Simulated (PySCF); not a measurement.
Species: C8H14O.
Cartesian coordinates in Å at the PBE0-D3(BJ)/def2-SVP level; atoms count from 1:
```xyz
23
C8H14O angstrom
C      2.663   -0.438    0.154
C      1.591    0.495   -0.352
C      1.806    1.797   -0.330
O      1.997    2.948   -0.317
C      0.299   -0.054   -0.921
C     -0.911   -0.132    0.037
C     -2.045   -0.844   -0.703
C     -1.363    1.277    0.421
C     -0.555   -0.913    1.302
H      3.540    0.105    0.535
H      2.286   -1.075    0.970
H      3.007   -1.103   -0.656
H     -0.009    0.528   -1.807
H      0.522   -1.069   -1.293
H     -1.758   -1.871   -0.981
H     -2.948   -0.907   -0.076
H     -2.316   -0.308   -1.627
H     -0.571    1.821    0.960
H     -1.635    1.866   -0.470
H     -2.245    1.239    1.079
H     -1.432   -1.002    1.963
H      0.240   -0.405    1.869
H     -0.212   -1.933    1.063
```

Computed with PBE0-D3(BJ)/def2-SVP geometry optimisation, gas phase (PySCF 2.14.0).

Take the most abundant isotopes and a rigid rotor. The values belong to one conformer with, in the numbering `[CH3:1][C:2](=[C:3]=[O:4])[CH2:5][C:6]([CH3:7])([CH3:8])[CH3:9]`, C1–C2–C5–C6 97°.

(1) Give the principal moments of inertia and the rotational constants in cm⁻¹.

(2) What kind of rotor is it?

(3) What does the inertial defect say?

(4) Where do the levels up to J = 5 lie, in cm⁻¹?

(5) Predict some low-J microwave lines.

Results:

(1) Ia = 215.28, Ib = 470.12, Ic = 563.42 u·Å²; 505379 MHz·u·Å²/I gives 2348, 1075 and 897.0 MHz, that is A = 0.07830, B = 0.03586, C = 0.02992 cm⁻¹.

(2) An asymmetric top. Ray's parameter κ = (2B − A − C)/(A − C) = -0.755; −1 is the prolate and +1 the oblate limit.

(3) Not planar: Δ = Ic − Ia − Ib = -121.98 u·Å². For a rigid frame Δ = −2 Σ m c², so Σ m c² = 60.99 u·Å² lies off the ab plane: 21.18 from hydrogen and 39.81 from heavier atoms. The atom farthest from that plane is 1.81 Å away.

(4) Above 0(0,0):
J = 1: 1(0,1) 0.0658, 1(1,1) 0.1082, 1(1,0) 0.1142
J = 2: 2(0,2) 0.1968, 2(1,2) 0.2338, 2(1,1) 0.2517, 2(2,1) 0.3790, 2(2,0) 0.3796
J = 3: 3(0,3) 0.3918, 3(1,3) 0.4219, 3(1,2) 0.4575, 3(2,2) 0.5763, 3(2,1) 0.5792, 3(3,1) 0.8038, 3(3,0) 0.8038
J = 4: 4(0,4) 0.6494, 4(1,4) 0.6721, 4(1,3) 0.7312, 4(2,3) 0.8390, 4(2,2) 0.8474, 4(3,2) 1.0679, 4(3,1) 1.0682, 4(4,1) 1.3849, 4(4,0) 1.3849
J = 5: 5(0,5) 0.9681, 5(1,5) 0.9840, 5(1,4) 1.0720, 5(2,4) 1.1666, 5(2,3) 1.1852, 5(3,3) 1.3985, 5(3,2) 1.3995, 5(4,2) 1.7151, 5(4,1) 1.7151, 5(5,1) 2.1226, 5(5,0) 2.1226
Those of J = 1 are B + C, A + C and A + B.

(5) The dipole components are |μa| = 1.25 D, |μb| = 1.34 D, |μc| = 0.17 D. Intensities carry the squares of the components, which stand as 0.87 : 1.00 : 0.02 (a : b : c). Some lines, for components of 0.1 D or more:

| type | branch | J(Ka,Kc) | MHz | lower level (cm⁻¹) |
| --- | --- | --- | --- | --- |
| a | Q | 2(1,1) ← 2(1,2) | 534 | 0.234 |
| b | Q | 1(1,0) ← 1(0,1) | 1451 | 0.066 |
| b | Q | 2(1,1) ← 2(0,2) | 1646 | 0.197 |
| b | Q | 3(1,2) ← 3(0,3) | 1970 | 0.392 |
| b | R | 3(1,2) ← 2(2,1) | 2354 | 0.379 |
| b | R | 1(1,1) ← 0(0,0) | 3245 | 0.000 |
| c | Q | 2(2,1) ← 2(1,1) | 3818 | 0.252 |
| a | R | 2(0,2) ← 1(0,1) | 3927 | 0.066 |
| a | R | 2(1,1) ← 1(1,0) | 4122 | 0.114 |
| b | R | 3(0,3) ← 2(1,2) | 4736 | 0.234 |
| b | R | 2(1,2) ← 1(0,1) | 5038 | 0.066 |
| a | R | 3(1,3) ← 2(1,2) | 5639 | 0.234 |
| a | R | 3(2,1) ← 2(2,0) | 5985 | 0.380 |
| a | R | 3(1,2) ← 2(1,1) | 6172 | 0.252 |
| c | Q | 3(3,1) ← 3(2,1) | 6732 | 0.579 |
| b | R | 3(1,3) ← 2(0,2) | 6750 | 0.197 |
| b | Q | 3(3,1) ← 3(2,2) | 6818 | 0.576 |
| b | R | 2(2,1) ← 1(1,0) | 7940 | 0.114 |
| c | R | 2(2,1) ← 1(1,1) | 8118 | 0.108 |
| b | R | 3(2,2) ← 2(1,1) | 9734 | 0.252 |
| c | R | 3(2,1) ← 2(1,1) | 9819 | 0.252 |
| b | R | 3(2,1) ← 2(1,2) | 10354 | 0.234 |
| b | R | 3(3,1) ← 2(2,0) | 12717 | 0.380 |
| c | R | 3(3,1) ← 2(2,1) | 12734 | 0.379 |

Not checked by PBE0-D3(BJ)/def2-SVP frequencies. No vibrational averaging or centrifugal distortion is included, and the geometry carries the error of its method. A rigid rotor knows nothing of internal rotation, which can split or shift real lines.
